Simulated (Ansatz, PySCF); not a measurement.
This singlet lies 3.05 eV below the relaxed triplet at the level composite: frozen-core CCSD(T) with HF/cc-pVQZ and the correlation energy extrapolated as X^-3 from cc-pVTZ and cc-pVQZ, plus CCSDT(Q) minus CCSD(T) in cc-pVDZ // PBE0-D3(BJ)/def2-TZVP (Ansatz, a program for electronic structure).

Cartesian coordinates (Å):
SMILES: O[Si]F
```xyz
4

O     -0.9302     0.3259     0.0272
Si     0.6224     0.8455     0.0294
F      1.4331    -0.5550    -0.0443
H     -1.1253    -0.6164    -0.0124
```
Charge 0, multiplicity 1.

### Question
What is the computed HOMO–LUMO gap, dipole moment and LUMO (PBE-D3(BJ)/def2-TZVP // PBE0-D3(BJ)/def2-TZVP (PySCF 2.14.0))?

### Answer

| Property | Value |
|---|---|
| HOMO–LUMO gap | 4.19 eV |
| dipole moment | 1.04 D |
| LUMO | -2.38 eV |
